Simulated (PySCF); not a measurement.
HCoO + NH₃ → H₂CoN + H₂O

Level: PBE0 in the def2-TZVP basis family, all electrons, no relativity, computed in PySCF with density fitting; open shells unrestricted.

```
species                                                                  state and structure       E (Eh)  ZPE (kJ/mol)  H(298 K) − H(0) (kJ/mol)  S° (J/(mol K))
   HCoO                               quintet, Cs, Co–H 1.595 Å, Co–O 1.628 Å; H–Co–O 156.7°  -1458.23761          17.0                      11.5           259.9
    NH₃                                    singlet, C3v, N–H 1.013 Å (×3); H–N–H 107.1° (×3)    -56.51312          90.6                      10.0           192.4
  H₂CoN  quintet, C∞v, Co–H 1.591 Å, Co–N 1.707 Å, N–H 1.012 Å; Co–N–H 180.0°, H–Co–N 180.0°  -1438.36420          46.7                      12.4           255.6
    H₂O                                         singlet, C2v, O–H 0.960 Å (×2); H–O–H 105.1°    -76.37736          56.5                       9.9           188.7
```

(1) What is the electronic reaction energy?

(2) Add zero-point, thermal and entropy terms for 298.15 K and 1 bar.

## Answers

(1) At PBE0/def2-TZVP, ΔE = 24.1 kJ/mol from the differences of the total energies times 2625.5, uphill. 

(2) ΔZPE = -4.4 and Δ[H(298) − H(0)] = 0.8 kJ/mol give ΔH° = 20.5 kJ/mol. ΔS° = -8.0 J/(mol K), so ΔG° = 20.5 − 298.15 × (-0.0080) = 23 kJ/mol and log₁₀K = -4.0.

Open d or f shells are single determinants, so the state found may not be the ground state. Each species is the lowest minimum found with this bonding; other isomers or fragments can lie lower.
